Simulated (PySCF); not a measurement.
# Heteronuclear NMR

Geometry:
```tsv
atom	x (Å)	y (Å)	z (Å)
F1	-0.754	2.607	0.010
C2	-0.404	1.307	0.005
C3	-1.396	0.343	0.041
C4	-1.021	-0.989	0.035
C5	0.315	-1.348	-0.007
C6	1.286	-0.359	-0.042
Cl7	2.953	-0.799	-0.095
C8	0.940	0.983	-0.036
H9	-2.432	0.640	0.073
H10	-1.777	-1.759	0.063
H11	0.606	-2.386	-0.012
H12	1.687	1.759	-0.063
```

- geometry: GFN2-xTB
- NMR shieldings at PBE0/pcSseg-1/GIAO
- code: PySCF 2.14.0 with density-fitted response routines
- non-relativistic Hamiltonian, a single conformation, no solvent

Q: Where does 19F resonate?

A: 
```tsv
atoms	environment	σ (ppm)	δ (ppm)
F1	aryl fluorine	283.6	-109.9
```

Shieldings were converted by a linear fit to measured shifts: 19F: δ = 146.13 − 0.903σ +14.6 on sp3 carbon (rms 6.0 ppm, 223 shifts, 7.0 ppm with the 5 outliers that the fit left out vs CFCl3, solution or neat liquid). Occasional misses reach two or three times the rms, and more in compound classes unlike the fitted ones.

On a 600 MHz spectrometer 19F resonates near 564.6 MHz, so 1 ppm is 564.6 Hz.
